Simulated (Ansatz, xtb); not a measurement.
Stretching the B1–H2 bond in BH2I (SMILES BI) (multiplicity 1 held, fragments rigid). Energies count from the point at 1.183 Å.
Geometry at that point (charge 0, multiplicity 1):
```xyz
4

B     -1.00687    -1.52824     0.26334
H     -0.62513    -2.30508     1.06916
H     -1.98652    -1.65891    -0.38610
I      0.14426     0.21897    -0.03773
```

R- and RO- levels are restricted; in cc, def2 and unpolarised 6-31G sets they are followed outwards from rest. Active spaces are followed from a long bond inwards. Levels need not reach the same state.

Frozen-core correlation. Filled d and f shells under p-block atoms count as core.

The values were computed with Ansatz (a program for electronic structure); xtb for the GFN methods.  In def2 rows elements past Kr take small-core potentials, without spin–orbit coupling. The GFN methods have no spin term and hold the electronic entropy of 300 K.

Energies in kcal/mol.

| R (Å) | GFN2-xTB | R-CCSD(T)/def2-SVP | CASSCF(2,2)/def2-SVP | FIC-MRCISD on CASSCF(2,2)/def2-SVP | FIC-MRCISD+Q on CASSCF(2,2)/def2-SVP |
|---|---|---|---|---|---|
| 0.946 | 24.0 | 28.9 | 30.7 | 29.0 | 28.9 |
| 1.064 | 3.5 | 6.6 | 7.4 | 6.6 | 6.5 |
| 1.183 | 0.0 | 0.0 | 0.0 | 0.0 | 0.0 |
| 1.301 | 4.0 | 2.4 | 1.5 | 2.4 | 2.4 |
| 1.419 | 11.2 | 9.7 | 8.0 | 9.6 | 9.8 |
| 1.597 | 24.5 | 24.8 | 21.7 | 24.6 | 24.8 |
| 1.774 | 39.1 | 40.9 | 36.5 | 40.6 | 40.9 |
| 2.070 | 62.7 | 64.7 | 58.7 | 64.2 | 64.6 |
| 2.365 | 82.9 | 82.1 | 75.1 | 81.5 | 82.0 |
| 2.720 | 101.5 | 94.3 | 87.0 | 94.2 | 94.7 |
| 3.193 | 117.2 | 99.5 | 93.9 | 101.6 | 102.1 |
| 3.784 | 126.2 | 97.6 | 96.3 | 104.2 | 104.7 |

Doubts at one or more of the structures used: a restricted determinant that unrestricted orbitals would lower (R-CCSD(T)/def2-SVP); other coupled-cluster roots lie near (R-CCSD(T)/def2-SVP); T1 above 0.05 (R-CCSD(T)/def2-SVP).
